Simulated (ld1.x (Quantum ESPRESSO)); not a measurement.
# boron (B): one change to a PAW potential, before and after

ld1.x (Quantum ESPRESSO) 7.5 input, shortened:

```
&input
   title='B', zed=5., rel=1, dft='BLYP', iswitch=3,
   config='[He] 2s1 2p0'
 /
 &inputp
   pseudotype=3, lpaw=.true., tm=.true., lloc=-1, rcloc=1.40,
   nlcc=.true., new_core_ps=.true.,
   which_augfun='GAUSS', rmatch_augfun=1.05
 /
4
2S  1  0   1.00   0.00  0.95  1.10  0.0
2S  1  0   0.00  -0.10  0.95  1.10  0.0
2P  2  1   0.00   0.00  1.20  1.65  0.0
2P  2  1   0.00  -1.05  1.20  1.65  0.0
 &test
   configts(1)='2s1 2p0'
 /
```

All-electron outer shells of the reference configuration (BLYP, scalar-relativistic, ld1.x):

```
shell  level (eV)  outermost node (bohr)  outermost maximum (bohr)
   2s      -31.46                   0.45                      1.35
   2p      -25.56                      –                      1.24
```

Change: reference 2s2 2p0.

Cutoffs: the cutoffs (Ry, on a coarse ladder) from which the occupation-weighted sum of valence levels, in a spherical-Bessel basis at the reference potential, stays within 10 and 1 mRy of its value at 400 Ry; they do not see the model core or the augmentation charge, which bear on the density cutoff. Errors are all-electron minus pseudo energies relative to the spin-unpolarised reference configuration.

Q: What does the change do?

A: The potential gets harder (21 Ry and 35 Ry → 25 Ry and 35 Ry); neither file shows a bound ghost.

```tsv
quantity	base	changed
cutoff, loose	21 Ry	25 Ry
cutoff, tight	35 Ry	35 Ry
bound ghosts	none	none
largest error over its own tests, meV	-3.6	-4.0
s: phases at 1.79 bohr within 0.05 rad from the reference energy up to (Ry; the scan ends near 5)	4.4	4.1
p: phases at 1.79 bohr within 0.05 rad from the reference energy up to (Ry; the scan ends near 5)	3.2	4.1
lowest overlap eigenvalue by channel	s 0.60, p 0.97	s 0.63, p 0.96
```
